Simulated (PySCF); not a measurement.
Species: (Cl)2Al-O-SiH3.
Cartesian coordinates in Å at the PBE0-D3(BJ)/def2-SVP level; atoms count from 1:
```
atom  x, y, z in Å
Al1    0.269   -0.607   -1.689
Cl2    0.887    0.698   -3.185
Cl3   -0.103   -2.602   -2.151
O4     0.070   -0.050   -0.124
Si5   -0.188    0.494    1.415
H6    -1.131    1.651    1.386
H7    -0.776   -0.596    2.248
H8     1.109    0.927    2.015
```

Jobs on this species (8 atoms, 72 electrons) with PySCF (density fitting). Hardware of each: an Intel Xeon at 2.50 GHz with one thread (shared host). Times come from a shared host and carry two figures at best. Peak memory is the resident size of the whole Python process, interpreter and libraries included.

Question: Rank these jobs by wall time, shortest first.
A. PBE0-D3(BJ)/def2-SVP, grid level 1; geometry optimisation from a GFN2-xTB start shaken at random; 101 basis functions
B. PBE0/pcSseg-1 (pcSseg-2 on Al); shieldings, charges and field gradients, density and orbital grids written; 147 basis functions
C. B3LYP/pcSseg-1 (pcSseg-2 on Al); shieldings; 147 basis functions

Answer: C (28 s), B (52 s), A (89 s).

All jobs:

```csv
level and settings,work,basis functions,SCF cycles,wall time,peak memory
B3LYP/pcSseg-1 (pcSseg-2 on Al),shieldings,147,13,28 s,0.80 GiB
PBE/pcSseg-1 (pcSseg-2 on Al),shieldings,147,14,38 s,0.73 GiB
PBE0/pcSseg-1 (pcSseg-2 on Al),"shieldings, charges and field gradients, density and orbital grids written",147,13,52 s,0.79 GiB
CAM-B3LYP/def2-SVPD,"15 singlets by full TDDFT, 4 Tamm–Dancoff triplets, polarisability, density and orbital grids written",149,11,60 s,0.70 GiB
"delta-SCF UKS SCAN, pcX-2 on the ionised atom, pcseg-1 elsewhere, spin-free X2C","ΔSCF core ionisation, 7 holes",143,94,70 s,0.41 GiB
"PBE0-D3(BJ)/def2-SVP, grid level 1",geometry optimisation from a GFN2-xTB start shaken at random,101,54,89 s,0.42 GiB
```

Question: What do all jobs in the table cost together?

Answer: About 5.6 min; the longest takes about 26 % of that, and about 3.2 times as long as the shortest.
